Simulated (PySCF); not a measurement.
B(F)2(Et) (C₂H₅BF₂), SMILES CCB(F)F.

Geometry: TPSSh-D3(BJ)/def2-SVP. One conformer was computed; it need not be the lowest.

Calculation: PBE/def2-TZVP (PySCF).

Symmetry labels are those of the subgroup Cs that the program uses (full group Cs).

Computed valence orbital energies around the gap with their symmetry:
| orbital | symmetry | energy (eV) |
|---|---|---|
| HOMO−7 | A' | -11.75 |
| HOMO−6 | A" | -10.74 |
| HOMO−5 | A" | -10.24 |
| HOMO−4 | A' | -10.20 |
| HOMO−3 | A' | -9.61 |
| HOMO−2 | A' | -9.12 |
| HOMO−1 | A" | -8.55 |
| HOMO | A' | -7.92 |
| LUMO | A" | -0.74 |
| LUMO+1 | A' | -0.04 |
| LUMO+2 | A' | 1.11 |
| LUMO+3 | A' | 1.60 |
